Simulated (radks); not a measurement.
Problem. Radial electron density D(r) = 4 pi r^2 rho(r) of an atom or ion with 27 electrons. Calculated with a radial shooting solver on a logarithmic mesh with Libxc functionals: non-relativistic Kohn-Sham, LDA (Slater exchange, Perdew-Wang correlation), spin-polarised, spherical densities, point nucleus.

```
   r/bohr * D(r) (the largest magnitude, 36.1, reaches the edge; | marks zero)
  0.00834 |          *
  0.01095 |                *
  0.01437 |                       *
  0.01886 |                                *
  0.02476 |                                         *
  0.03249 |                                               *
  0.04265 |                                                *
  0.05643 |                                            *
  0.07408 |                                       *
  0.09723 |                                       *
   0.1276 |                                              *
   0.1675 |                                                      *
   0.2199 |                                                  *
   0.2886 |                                   *
   0.3788 |                      *
   0.5012 |                       *
   0.6579 |                           *
   0.8636 |                      *
    1.134 |            *
    1.488 |     *
    1.953 |  *
    2.563 | *
    3.365 |*
    4.452 *
    5.843 *
     7.67 *
    10.07 *
```

What is the nuclear charge?

Solution. Z = 27. The innermost maximum, from 1s, lies near 1/Z = 0.037 bohr (found: 0.0400), and its height grows with Z. The density is that of neutral cobalt in [Ar] 3d7 4s2; the configuration itself is not fixed sharply by these data, and Z only to about a unit. D(r) has 3 maxima, at r = 0.0400, 0.180, 0.658 bohr, and minima at 0.0862, 0.420 bohr, inside which lie 2.11, 10.74 electrons.
